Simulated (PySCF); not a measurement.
# Working out the ionisation energy of Ca⁶⁺

Ca⁶⁺ [Ne] 3s2 3p2 (3P) → Ca⁷⁺ [Ne] 3s2 3p1 (2P). All numbers are calculated (PySCF 2.14, the spin-free X2C one-electron Hamiltonian (Gaussian nucleus), in an even-tempered Gaussian basis (20 s from 0.19 bohr⁻², ratio 2.5; 13 p from 0.24 bohr⁻², ratio 2.5; 5 d from 1.9 bohr⁻², ratio 2.7; 5 f from 2.9 bohr⁻², ratio 2.7)). Frozen: 1s2; the 23 highest virtual orbitals dropped. Energies in hartree (1 hartree = 27.21139 eV):

```json
{"part": "UHF", "Ca⁶⁺ (lower)": "-667.802371", "Ca⁷⁺ (upper)": "-663.156567"}
{"part": "MP2 opposite-spin", "Ca⁶⁺ (lower)": "-0.308529", "Ca⁷⁺ (upper)": "-0.297818"}
{"part": "MP2 same-spin", "Ca⁶⁺ (lower)": "-0.105811", "Ca⁷⁺ (upper)": "-0.095695"}
```

Q: What does Hartree-Fock give?

A: (-663.156567) − (-667.802371) = 4.645804 hartree = 126.419 eV.

Q: What do MP2 and SCS-MP2 (6/5 opposite-spin, 1/3 same-spin) give?

A: The opposite-spin parts differ by 0.291 eV and the same-spin parts by 0.275 eV. MP2: 126.419 + (0.291) + (0.275) = 126.985 eV. SCS-MP2: 126.419 + 1.2 × (0.291) + (0.275)/3 = 126.860 eV.

A first-order spin-orbit estimate adds -0.023 eV to MP2 (outer shells), giving 126.962 eV against 127.21 ± 0.25 eV (semi-empirical (NIST evaluation); NIST Atomic Spectra Database, ionization energies).

What remains against the reference includes basis incompleteness, the frozen core and correlation beyond second order.
